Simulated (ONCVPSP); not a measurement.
How hard is this zirconium (Zr) ONCV potential?

Zr (Z = 40), optimised norm-conserving Vanderbilt (ONCV), made with ONCVPSP 4.0.1 (PBE, fully relativistic). Core [Ar] 3d10, reference 4s2 4p6 4d2 5s2. Waves: 4s+5s: rc 1.80 bohr, ncon 3, nbas 6, qcut 7.5 1/bohr, 2 projectors; 4p: rc 2.10 bohr, ncon 3, nbas 7, qcut 5.9 1/bohr, 1 projector; 4d: rc 2.35 bohr, ncon 4, nbas 8, qcut 8.1 1/bohr, 2 projectors, debl 1.8 Ha; f scattering state at 0.08 Ha: rc 2.45 bohr, ncon 4, nbas 8, qcut 4.9 1/bohr, 2 projectors, debl 2.7 Ha. Local part: polynomial inside 1.20 bohr (lpopt 5, dvloc0 -1 Ha). Core correction: Teter function, fcfact 3, rcfact 1.75.

Open shells are filled in proportion to 2j + 1.

Problem. For each optimised wave give the share of its norm inside rc, the residual kinetic energy above qcut (Ha) and the cutoffs (Ha) for errors of 10, 1, 0.1 and 0.01 mHa per electron.

Solution.

| wave | norm inside rc | residual KE | 10 mHa | 1 mHa | 0.1 mHa | 0.01 mHa |
| --- | --- | --- | --- | --- | --- | --- |
| 4s | 0.910 | 8.1e-07 | 14.4 | 18.7 | 22.3 | 25.1 |
| 5s | 0.046 | 1.8e-07 | 10.2 | 16.0 | 20.2 | 23.5 |
| 4p j=3/2 | 0.913 | 9.1e-08 | 7.7 | 10.1 | 12.2 | 13.8 |
| 4p j=1/2 | 0.924 | 9.6e-08 | 8.1 | 10.5 | 12.7 | 14.4 |
| 4d j=5/2 | 0.610 | 2.0e-09 | 10.8 | 15.2 | 19.1 | 22.3 |
| d projector 2 j=5/2 | 0.178 | 2.4e-09 | 12.5 | 17.0 | 21.1 | 24.5 |
| 4d j=3/2 | 0.619 | 2.0e-09 | 11.0 | 15.4 | 19.2 | 22.4 |
| d projector 2 j=3/2 | 0.180 | 2.5e-09 | 12.6 | 17.1 | 21.2 | 24.6 |
| f projector 1 j=7/2 | 0.000 | 9.3e-08 | 0.2 | 0.5 | 2.3 | 6.3 |
| f projector 2 j=7/2 | 0.267 | 4.6e-02 | 20.3 | 51.9 | 59.0 | 76.1 |
| f projector 1 j=5/2 | 0.000 | 9.4e-08 | 0.2 | 0.5 | 2.3 | 6.3 |
| f projector 2 j=5/2 | 0.267 | 4.7e-02 | 20.3 | 51.9 | 59.0 | 76.1 |

The occupied waves need 19 Ha and 22 Ha for 1 and 0.1 mHa. Rows with under 1 % of the norm inside rc give no meaningful cutoff. The cutoffs count occupied waves only; projector 2 of the f channel, the hardest unoccupied one, needs 52 Ha at the loose tolerance. Note: no bound ghost flagged; GHOST(+) flagged for f7/2 at 71.5 eV, f5/2 at 72.8 eV, s at 132.5 eV.
